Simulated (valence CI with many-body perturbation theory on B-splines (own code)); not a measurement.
# Energy levels of In36+

Computed by relativistic CI+MBPT: three valence electrons over a frozen Dirac-Fock core [Ne], a basis of 11 s, 11 p, 10 d, 8 f, 5 g, 2 h functions for each j, with the one-electron correlation potential Σ1, the two-electron term Σ2, the three-electron term Σ3, Breit, model QED; selected CI, second order for the rest, scaled by the run's own slope (own B-spline code, finite nucleus).

No measured spectrum was set against this ion. As an estimate, large intervals hold to a few tenths of a per cent, small ones and those within an open d or f shell to about a per cent.

Levels 46 to 90 of 154, with energies above the lowest level, (3s^2 3p1/2) J=1/2. "Leading %" is the weight of the configuration and term that name the level; weights of strongly mixed levels are sums over their largest components and can fall short. In the jj column 3d3/2^4 stands for four electrons in 3d with j = 3/2. Lifetimes count E1, E2, E3, M1 and M2 decay at the calculated energies, and are blank where another channel may lead or the interval is too uncertain; long ones can be off by a factor of two.

```csv
No.,Configuration,Term,J,E (eV),Leading %,g,Lifetime,Second component,Leading jj
46,3p2 3d,4D,1/2,407.16,82,0.151,6.63 ps,16 % 3p2 3d 2P,3p1/2 3p3/2 3d3/2 (98 %)
47,3p2 3d,4F,7/2,415.63,43,1.289,8.96 ps,40 % 3p2 3d 4D,3p1/2 3p3/2 3d5/2 (97 %)
48,3p2 3d,2D,3/2,420.64,34,1.076,4.75 ps,32 % 3p2 3d 4D,3p1/2 3p3/2 3d5/2 (54 %)
49,3p2 3d,4P,5/2,420.83,39,1.255,4.41 ps,27 % 3p2 3d 4F,3p1/2 3p3/2 3d5/2 (51 %)
50,3p2 3d,2G,9/2,420.94,52,1.202,13.4 ps,43 % 3p2 3d 4F,3p1/2 3p3/2 3d5/2 (94 %)
51,3p2 3d,4P,3/2,424.65,44,1.444,4.22 ps,35 % 3p2 3d 2P,3p1/2 3p3/2 3d3/2 (49 %)
52,3p2 3d,4P,1/2,425.77,41,1.780,3.65 ps,27 % 3p2 3d 2P,3p1/2 3p3/2 3d3/2 (86 %)
53,3p2 3d,2D,5/2,425.96,50,1.242,5.49 ps,28 % 3p2 3d 4D,3p1/2 3p3/2 3d5/2 (70 %)
54,3p2 3d,2G,7/2,431.66,43,1.036,8.81 ps,30 % 3p2 3d 2F,3p1/2 3p3/2 3d5/2 (66 %)
55,3p2 3d,2F,5/2,439.85,46,1.066,4.02 ps,25 % 3p2 3d 2D,3p1/2 3p3/2 3d5/2 (57 %)
56,3p2 3d,2P,1/2,441.60,57,1.089,5.82 ps,28 % 3p2 3d 2S,3p1/2 3p3/2 3d5/2 (86 %)
57,3p2 3d,2D,3/2,441.86,48,0.850,5.59 ps,11 % 3s 3d2 4F,3p1/2 3p3/2 3d5/2 (70 %)
58,3s 3d2,4F,3/2,446.33,79,0.506,3.24 ps,11 % 3p2 3d 2D,3s 3d3/2^2 (70 %)
59,3s 3d2,4F,5/2,449.15,80,1.063,3.27 ps,8 % 3s 3d2 2D,3s 3d3/2^2 (60 %)
60,3s 3d2,4F,7/2,455.66,86,1.238,4.20 ps,6 % 3p2 3d 4D,3s 3d3/2 3d5/2 (85 %)
61,3s 3d2,4P,1/2,458.98,27,1.670,2.97 ps,24 % 3p2 3d 4P,3s 3d3/2^2 (40 %)
62,3s 3d2,2D,5/2,459.19,20,1.213,3.75 ps,18 % 3s 3d2 4F,3s 3d3/2 3d5/2 (51 %)
63,3p2 3d,4D,7/2,460.37,36,1.251,6.46 ps,23 % 3s 3d2 2F,3p3/2^2 3d5/2 (42 %)
64,3s 3d2,4F,9/2,460.44,60,1.273,5.86 ps,22 % 3s 3d2 2G,3s 3d3/2 3d5/2 (58 %)
65,3p2 3d,4P,3/2,460.96,27,1.171,3.60 ps,23 % 3s 3d2 2D,3p3/2^2 3d3/2 (55 %)
66,3s 3d2,4P,1/2,461.38,64,2.018,3.56 ps,19 % 3p2 3d 2P,3s 3d3/2 3d5/2 (42 %)
67,3s 3d2,4P,3/2,465.19,91,1.696,3.53 ps,,3s 3d3/2 3d5/2 (89 %)
68,3s 3d2,4F,9/2,466.45,38,1.257,6.57 ps,29 % 3p2 3d 4F,3s 3d5/2^2 (54 %)
69,3s 3d2,4P,5/2,467.54,70,1.453,3.46 ps,12 % 3p2 3d 2D,3s 3d3/2 3d5/2 (65 %)
70,3s 3d2,2G,7/2,470.99,45,1.041,5.12 ps,43 % 3p2 3d 2F,3s 3d3/2 3d5/2 (40 %)
71,3s 3d2,2P,3/2,477.32,31,1.110,3.96 ps,24 % 3p2 3d 2P,3p3/2^2 3d5/2 (37 %)
72,3s 3d2,2D,5/2,479.42,39,1.198,4.29 ps,20 % 3p2 3d 2D,3s 3d5/2^2 (63 %)
73,3p2 3d,2S,1/2,480.36,32,1.840,3.96 ps,22 % 3p2 3d 2P,3p3/2^2 3d5/2 (59 %)
74,3s 3d2,2D,3/2,481.50,60,0.908,3.23 ps,16 % 3p2 3d 2D,3s 3d5/2^2 (44 %)
75,3s 3d2,2F,5/2,484.17,28,1.109,2.48 ps,16 % 3p2 3d 2D,3p3/2^2 3d3/2 (27 %)
76,3s 3d2,2G,9/2,486.31,56,1.139,4.52 ps,29 % 3p2 3d 2G,3s 3d3/2 3d5/2 (36 %)
77,3s 3d2,2G,7/2,486.53,42,0.976,3.40 ps,31 % 3p2 3d 2F,3p3/2^2 3d3/2 (46 %)
78,3p2 3d,2D,5/2,495.43,72,1.197,4.36 ps,10 % 3p2 3d 4D,3p3/2^2 3d5/2 (85 %)
79,3p2 3d,2D,3/2,496.60,72,0.889,2.51 ps,13 % 3s 3d2 2P,3p3/2^2 3d3/2 (70 %)
80,3s 3d2,2P,1/2,498.86,42,1.105,1.96 ps,26 % 3p2 3d 2P,3s 3d3/2 3d5/2 (36 %)
81,3s 3d2,2F,7/2,499.56,60,1.148,2.87 ps,31 % 3p2 3d 2F,3s 3d5/2^2 (47 %)
82,3p2 3d,2F,5/2,508.83,39,1.046,2.52 ps,27 % 3p2 3d 2D,3p3/2^2 3d5/2 (66 %)
83,3s 3d2,2S,1/2,509.78,56,1.645,2.86 ps,18 % 3s 3d2 2P,3s 3d5/2^2 (65 %)
84,3p2 3d,2P,3/2,513.97,40,1.258,2.29 ps,34 % 3s 3d2 2P,3p3/2^2 3d5/2 (52 %)
85,3p 3d2,4G°,5/2,525.83,66,0.686,14.8 ps,28 % 3p 3d2 2F°,3p1/2 3d3/2^2 (95 %)
86,3p 3d2,4G°,7/2,540.60,72,1.008,14.5 ps,9 % 3p 3d2 4F°,3p1/2 3d3/2 3d5/2 (94 %)
87,3p 3d2,2D°,5/2,544.69,29,1.067,9.85 ps,19 % 3p 3d2 4D°,3p1/2 3d3/2 3d5/2 (94 %)
88,3p 3d2,4F°,3/2,546.09,40,0.742,4.76 ps,28 % 3p 3d2 2D°,3p1/2 3d3/2 3d5/2 (56 %)
89,3p 3d2,4D°,1/2,547.92,58,0.597,5.05 ps,22 % 3p 3d2 2P°,3p1/2 3d3/2^2 (87 %)
90,3p 3d2,2G°,9/2,550.51,31,1.102,11.6 ps,30 % 3p 3d2 4G°,3p1/2 3d3/2 3d5/2 (82 %)
```
